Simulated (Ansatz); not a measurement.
The cluster Na₂Pb₃⁺, relaxed as a doublet with UKS PBE0-D4/def2-SVP in Ansatz, starting from the GFN1-xTB geometry. Force threshold 0.02 eV/Å.

In the def2 sets Pb takes a core potential; there is no spin–orbit coupling. The relaxation made no stability test and no search for a lower SCF solution. The structure comes from a short search, and lower isomers may exist.

Start:

```xyz
5

Na    1.058    0.052   -2.192
Na   -0.821    2.153   -0.765
Pb   -0.178   -1.718    2.362
Pb   -1.284   -0.926   -0.332
Pb    1.226    0.439    0.927
```

Estimate the energy that the relaxation releases and the steps that it takes.

8.9 kcal/mol, in 24 steps; 95 s on 4 threads of Arm Neoverse V2 on a shared host. The force fell under the threshold at step 5, but the optimiser went on and released 0.105 eV more. No frequencies were taken in this run, so the end may be a saddle point.

Does the start keep its bonding?

Bonds lost: Na1–Na2 (atoms count from 1). Bonds formed: Na2–Pb3 (atoms count from 1).

Predict the relaxed structure.


Cartesian coordinates in Å:
```
Na 1.640 -0.354 -2.660
Na -1.358 2.152 0.496
Pb -0.655 -0.737 2.378
Pb -1.024 -1.258 -0.692
Pb 1.398 0.197 0.478
```
Bond lengths (bridged metal pairs left out): 5 × Na–Pb 3.19 to 3.63 Å; 3 × Pb–Pb 2.95 to 3.14 Å.
